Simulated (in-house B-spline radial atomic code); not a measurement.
Successive ionisation energies of palladium; each step leads to the configuration of the next row (after the last: [Ne] 3s2 3p1/2(2) 3p3/2(1)). Dirac energy differences include first-order Breit, QED and recoil terms. NIST's values go from ground level to ground level; the uncertainty of those that are theory runs from under 0.1 % in few-electron ions to several per cent in heavy many-electron ones. Computed with a radial B-spline atomic code at the basis-set limit: Dirac-Hartree-Fock, jj configuration that fills j = l - 1/2 first, finite nuclei.

A number in brackets counts the electrons of a j subshell.

```
  ion               configuration  ionisation energy (eV)  tabulated value (eV)  computed minus tabulated (eV)  highest orbital  largest mean radius (bohr)
Pd14+      [Ar] 3d10 4s2 4p1/2(2)                   341.1                   342                           -0.9            4p1/2                     0.87585
Pd15+      [Ar] 3d10 4s2 4p1/2(1)                   368.6                 369.1                           -0.5            4p1/2                     0.86286
Pd16+               [Ar] 3d10 4s2                   427.0                   427                            0.0            4s1/2                     0.83066
Pd17+               [Ar] 3d10 4s1                   456.2                 457.5                           -1.3            4s1/2                     0.82047
Pd18+                   [Ar] 3d10                       ?                     ?                              ?                ?                           ?
Pd19+      [Ar] 3d3/2(4) 3d5/2(5)                   872.4                   869                            3.4            3d5/2                     0.37057
Pd20+      [Ar] 3d3/2(4) 3d5/2(4)                   936.2                   933                            3.2            3d5/2                     0.36688
Pd21+      [Ar] 3d3/2(4) 3d5/2(3)                  1001.6                  1000                            1.6            3d5/2                     0.36386
Pd22+      [Ar] 3d3/2(4) 3d5/2(2)                       ?                     ?                              ?                ?                           ?
Pd23+      [Ar] 3d3/2(4) 3d5/2(1)                  1137.2                  1145                           -7.8            3d5/2                     0.35787
Pd24+               [Ar] 3d3/2(4)                  1217.4                  1218                           -0.6            3d3/2                     0.35491
Pd25+               [Ar] 3d3/2(3)                  1289.3                  1290                           -0.7            3d3/2                     0.35193
Pd26+               [Ar] 3d3/2(2)                  1362.9                  1366                           -3.1            3d3/2                     0.34897
Pd27+               [Ar] 3d3/2(1)                  1437.9                  1438                           -0.1            3d3/2                     0.34604
Pd28+                [Ne] 3s2 3p6                       ?                     ?                              ?                ?                           ?
Pd29+  [Ne] 3s2 3p1/2(2) 3p3/2(3)                  1712.5                1706.2                            6.3            3p3/2                     0.34091
Pd30+  [Ne] 3s2 3p1/2(2) 3p3/2(2)                  1781.9                1781.3                            0.6            3p3/2                     0.33871
```

(1) Fill in the row of Pd18+.

(2) Fill in the row of Pd22+.

(3) Fill in the row of Pd28+.

(4) Where is the largest jump?

(5) How far is this level of theory from the measured and semi-empirical values?

Answers

(1) ionisation energy (eV): 810.1; tabulated value (eV): 810; computed minus tabulated (eV): 0.1; highest orbital: 3d5/2; largest mean radius (bohr): 0.37429.

(2) ionisation energy (eV): 1068.6; tabulated value (eV): 1065; computed minus tabulated (eV): 3.6; highest orbital: 3d5/2; largest mean radius (bohr): 0.36086.

(3) ionisation energy (eV): 1644.1; tabulated value (eV): 1644; computed minus tabulated (eV): 0.1; highest orbital: 3p3/2; largest mean radius (bohr): 0.34314.

(4) From Pd17+ to Pd18+, by a factor of 1.78 (456.22 to 810.13 eV); the highest orbital goes from 4s1/2 to 3d5/2.

(5) Over those 5 rows the differences run from -1.28 to +6.34 eV (mean absolute value 1.8 eV). The calculation leaves out correlation and, in open shells, the multiplet splittings that an average leaves out.
